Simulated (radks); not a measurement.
These are the eigenvalues of the occupied orbitals of an atom or ion with whole-number occupations (hartree). Calculated with a radial shooting solver on a logarithmic mesh with Libxc functionals: scalar-relativistic Kohn-Sham, LDA (Slater exchange, Perdew-Wang correlation), spin-polarised, spherical densities, point nucleus.

| orbital | eigenvalue |
|---|---|
| 1s up | -2880.957 |
| 1s down | -2879.573 |
| 2s up | -682.1652 |
| 2s down | -680.1888 |
| 2p up | -627.8098 |
| 2p down | -625.5005 |

Which element is it, and in what charge state? The configuration may be excited. Open shells, if any, are filled with parallel spins first.

Answer. Z = 75, rhenium, charge +67: Re67+ in [He] 2s2 2p4. The list shows which subshells hold electrons but not how many an open one holds; the 1s level, -2881 hartree, gives Z - s = 75.9 by -(Z - s)^2/2, which with screening and relativity narrows Z to a few neighbours, and the depths of the outer levels then fix element, charge and occupations together.
